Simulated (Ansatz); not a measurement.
Start from `[OH][Al]([Cl])[O][SiH3]` and change one element to get `[OH][Al]([F])[O][SiH3]`.

Ansatz, PBE0-D4/def2-TZVP geometries, multiplicity 1. Each molecule was computed in one conformer, which needn't be the lowest.

```csv
property,`[OH][Al]([Cl])[O][SiH3]`
HOMO–LUMO gap (B3LYP/def2-TZVPP) / eV,7.48
HOMO–LUMO gap (ωB97M-V/def2-TZVPP) / eV,11.91
size of the dipole moment (PBE/def2-TZVPP) / D,1.87
LUMO energy (PBE/def2-TZVPP) / eV,-1.76
LUMO energy (B3LYP/def2-TZVPP) / eV,-1.19
HOMO–LUMO gap (PBE0/def2-TZVPP) / eV,8.00
```

(1) Give the same properties after the change, and the shifts. (An estimate is asked.)

Answers

(1) The calculation gave: 
```csv
property,`[OH][Al]([F])[O][SiH3]`,shift
HOMO–LUMO gap (B3LYP/def2-TZVPP) / eV,7.49,0.01
HOMO–LUMO gap (ωB97M-V/def2-TZVPP) / eV,11.91,0.00
size of the dipole moment (PBE/def2-TZVPP) / D,2.10,0.23
LUMO energy (PBE/def2-TZVPP) / eV,-1.82,-0.06
LUMO energy (B3LYP/def2-TZVPP) / eV,-1.27,-0.08
HOMO–LUMO gap (PBE0/def2-TZVPP) / eV,8.02,0.02
```

Dipoles are sizes alone; their direction can turn.

B3LYP here is the variant with VWN-RPA as its local correlation; programs differ in this.
